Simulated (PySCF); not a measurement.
Te(OH)(NH2) (H₃NOTe), SMILES N[Te]O.

Coordinates come from a PBE0-D3(BJ)/def2-TZVP optimisation. The def2 effective core potentials stand for the cores of Te; spin–orbit coupling is left out. The values are those of a single conformer.

Computed with TDA-B3LYP/def2-SVPD run with PySCF.

Vertical excitations. The molecule is in vacuum.

Computed excitation energies, oscillator strengths and character:
```json
[
 {"state": "S1", "energy (eV)": "3.50", "λ (nm)": "354", "f": "0.002", "main pairs": "HOMO→LUMO 95 %"},
 {"state": "S2", "energy (eV)": "4.13", "λ (nm)": "300", "f": "0.010", "main pairs": "HOMO→LUMO+1 95 %"},
 {"state": "S3", "energy (eV)": "5.16", "λ (nm)": "240", "f": "0.080", "main pairs": "HOMO→LUMO+2 99 %"},
 {"state": "S4", "energy (eV)": "5.59", "λ (nm)": "222", "f": "0.015", "main pairs": "HOMO−1→LUMO 76 %, HOMO−1→LUMO+1 16 %"},
 {"state": "S5", "energy (eV)": "5.85", "λ (nm)": "212", "f": "0.028", "main pairs": "HOMO→LUMO+3 53 %, HOMO−1→LUMO+1 34 %"},
 {"state": "S6", "energy (eV)": "5.91", "λ (nm)": "210", "f": "0.017", "main pairs": "HOMO→LUMO+3 43 %, HOMO−1→LUMO+1 38 %, HOMO−2→LUMO 10 %"},
 {"state": "S7", "energy (eV)": "6.22", "λ (nm)": "199", "f": "0.005", "main pairs": "HOMO→LUMO+5 76 %, HOMO→LUMO+4 20 %"},
 {"state": "S8", "energy (eV)": "6.29", "λ (nm)": "197", "f": "0.053", "main pairs": "HOMO→LUMO+4 77 %, HOMO→LUMO+5 20 %"},
 {"state": "S9", "energy (eV)": "6.39", "λ (nm)": "194", "f": "0.060", "main pairs": "HOMO−2→LUMO 53 %, HOMO−2→LUMO+1 26 %"},
 {"state": "S10", "energy (eV)": "6.99", "λ (nm)": "177", "f": "0.047", "main pairs": "HOMO−2→LUMO+1 42 %, HOMO−1→LUMO+2 39 %"},
 {"state": "T1", "energy (eV)": "2.80", "λ (nm)": "442", "f": "0", "main pairs": "HOMO→LUMO 98 %"},
 {"state": "T2", "energy (eV)": "3.39", "λ (nm)": "366", "f": "0", "main pairs": "HOMO→LUMO+1 95 %"},
 {"state": "T3", "energy (eV)": "4.92", "λ (nm)": "252", "f": "0", "main pairs": "HOMO−1→LUMO 89 %"},
 {"state": "T4", "energy (eV)": "4.97", "λ (nm)": "249", "f": "0", "main pairs": "HOMO→LUMO+2 97 %"}
]
```
Triplets are in the Tamm–Dancoff approximation.
